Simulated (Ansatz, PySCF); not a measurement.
C2H8N2Si2, SMILES CC1=N[SiH2][Si@H]1N. Atoms are numbered in the order given.

```xyz
14

C      1.8127    -1.7616    -0.3383
C      0.9712    -0.5298    -0.2826
N      1.2343     0.5227    -0.9827
Si    -0.1644     1.6215    -0.7047
Si    -0.5621    -0.1105     0.8268
N     -1.9302    -1.1406     0.9807
H      1.1938    -2.6265    -0.6288
H      2.6364    -1.6382    -1.0564
H      2.2209    -1.9915     0.6598
H     -1.0126     1.7022    -1.9347
H      0.2193     3.0188    -0.3298
H     -0.1059     0.1464     2.2314
H     -2.5388    -1.3851     0.2106
H     -2.2675    -1.4792     1.8722
```
Charge 0, spin multiplicity 1.

Geometry optimised at PBE0-D3(BJ)/def2-SVP. The structure was generated by enumeration; whether it is a known compound was not checked. One conformer was computed; it need not be the lowest.

Two levels are set side by side: PBE-D3(BJ)/def2-SVP (Ansatz, a quantum-chemistry and plane-wave program) and PBE0-D3(BJ)/def2-SVP (Ansatz). Each level has its own optimised geometry; the coordinates shown are those of the second. Frequencies come from the Hessian of PySCF at each geometry. Differences are taken from unrounded values.

| quantity | PBE0-D3(BJ) | PBE-D3(BJ) | PBE-D3(BJ) minus PBE0-D3(BJ) |
|---|---|---|---|
| mean bond length (Å) | 1.458 | 1.470 | 0.012 |
| bond C1–C2 (Å) | 1.493 | 1.499 | 0.006 |
| bond C2–N3 (Å) | 1.291 | 1.303 | 0.012 |
| bond C2–Si5 (Å) | 1.938 | 1.949 | 0.010 |
| bond N3–Si4 (Å) | 1.800 | 1.819 | 0.019 |
| bond Si4–Si5 (Å) | 2.346 | 2.367 | 0.021 |
| bond Si5–N6 (Å) | 1.720 | 1.739 | 0.020 |
| bond C1–H7 (Å) | 1.103 | 1.111 | 0.008 |
| bond C1–H8 (Å) | 1.100 | 1.108 | 0.008 |
| bond C1–H9 (Å) | 1.103 | 1.111 | 0.008 |
| bond Si4–H10 (Å) | 1.496 | 1.508 | 0.011 |
| bond Si4–H11 (Å) | 1.497 | 1.509 | 0.012 |
| bond Si5–H12 (Å) | 1.499 | 1.511 | 0.012 |
| bond N6–H13 (Å) | 1.012 | 1.022 | 0.010 |
| bond N6–H14 (Å) | 1.012 | 1.022 | 0.010 |
| highest harmonic wavenumber (cm⁻¹) | 3742 | 3601 | -141 |
| mean harmonic wavenumber (cm⁻¹) | 1219 | 1179 | -40 |
| zero-point energy (kcal/mol) | 62.75 | 60.68 | -2.07 |

Exact exchange shortens and stiffens bonds; PBE has none. Differences between two approximate levels are no errors against the true value.
